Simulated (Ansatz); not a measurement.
B₂H₈N₂ (`[BH2-]1[NH2+][BH2-][NH2+]1`), one more setting.

```yaml
crystal:
  periodic: [false, false, false]
  atoms:
    - {symbol: B, position_ang: [-1.080165, -0.047223, -0.183446]}
    - {symbol: N, position_ang: [-0.123040, -0.196876, 1.072175]}
    - {symbol: B, position_ang: [1.000397, -0.053544, 0.171538]}
    - {symbol: N, position_ang: [0.119108, 0.071308, -1.127659]}
    - {symbol: H, position_ang: [-1.753393, -0.942863, -0.453728]}
    - {symbol: H, position_ang: [-1.870254, 1.081990, -0.243804]}
    - {symbol: H, position_ang: [-0.212242, -1.094674, 1.557981]}
    - {symbol: H, position_ang: [-0.435258, 0.388231, 1.935425]}
    - {symbol: H, position_ang: [1.651446, 1.170995, 0.632951]}
    - {symbol: H, position_ang: [1.725960, -0.930159, 0.193216]}
    - {symbol: H, position_ang: [0.411243, 1.118666, -1.539445]}
    - {symbol: H, position_ang: [0.303784, -0.552325, -1.920184]}
basis:
  gaussian: {orbitals: def2-TZVP, nuclear_model: gaussian}
total_charge: -1
magnetization: {spin_polarized: true, initial_magnetization: 1}
hamiltonian: {xc: {name: PBE0-DH}, pseudopotentials: {relativity: scalar}}
output: {forces: true}
```

```sh
$ ansatz run in.yaml --threads 4 --pin off --events-out ev --progress --plain --max-ram 10444MiB
```

It prints (some lines left out):

```
Functional definition: PBE0-DH
1192 factors; integrals over basis functions are off by at most 1.0e-3 eV
mean field evaluation 1: about -4454.5273 eV, gradient 2.1e1 eV
mean field evaluation 2: about -4454.6096 eV, gradient 2.1e1 eV
mean field evaluation 4: about -4456.7479 eV, gradient 3.0e0 eV
mean field evaluation 8: about -4456.8024 eV, gradient 3.4e-1 eV
mean field evaluation 16: about -4456.8071 eV, gradient 6.9e-2 eV
mean field evaluation 32: about -4456.8092 eV, gradient 8.5e-4 eV
mean field -4456.80923164 eV, -163.7847183289 hartree, gradient 5.5e-6 eV, S^2 0.752880; 4 other end points of the search recorded, 0 dependent functions left out
4 core orbitals not correlated: weight in the atoms' cores, before any rotation towards them, 1.000 or more for the frozen orbitals, at most 0.000 for the correlated occupied ones
reference -4456.80925834 eV, -163.7847193101 hartree; 13, 12 occupied and 155, 156 virtual orbitals, 1192 factors
second order -23.41615718 eV of doubles, -0.00000000 eV of singles
Total energy: -4459.73627798 eV, -163.8922852981 hartree
Relativity: scalar
Atom 0 at    -1.080165    -0.047223    -0.183446 Å, force    -1.298763     2.276656    -0.273695 eV/Å
Atom 1 at    -0.123040    -0.196876     1.072175 Å, force    -4.585401    -1.036810     3.815127 eV/Å
Atom 2 at     1.000397    -0.053544     0.171538 Å, force     2.588638     3.156843    -0.182909 eV/Å
Atom 3 at     0.119108     0.071308    -1.127659 Å, force     2.546167     2.803026    -1.569642 eV/Å
Atom 4 at    -1.753393    -0.942863    -0.453728 Å, force    -0.820662    -1.219019     0.016221 eV/Å
Atom 5 at    -1.870254     1.081990    -0.243804 Å, force     1.421146    -1.630338     0.514158 eV/Å
Atom 6 at    -0.212242    -1.094674     1.557981 Å, force     0.120595    -0.082017    -0.862564 eV/Å
Atom 7 at    -0.435258     0.388231     1.935425 Å, force     0.987419     0.514950    -1.110901 eV/Å
Atom 8 at     1.651446     1.170995     0.632951 Å, force    -0.887513    -1.884092    -1.410034 eV/Å
Atom 9 at     1.725960    -0.930159     0.193216 Å, force     1.353961    -1.267554    -0.104100 eV/Å
Atom 10 at     0.411243     1.118666    -1.539445 Å, force    -1.129978    -1.628196     0.438358 eV/Å
Atom 11 at     0.303784    -0.552325    -1.920184 Å, force    -0.295610    -0.003449     0.729980 eV/Å
Dipole moment:    -0.043637    -0.621247    -0.046342 e Å
```

Run time 78 s (4 threads of an Intel Xeon on a shared host); peak host memory 0.91 GiB.
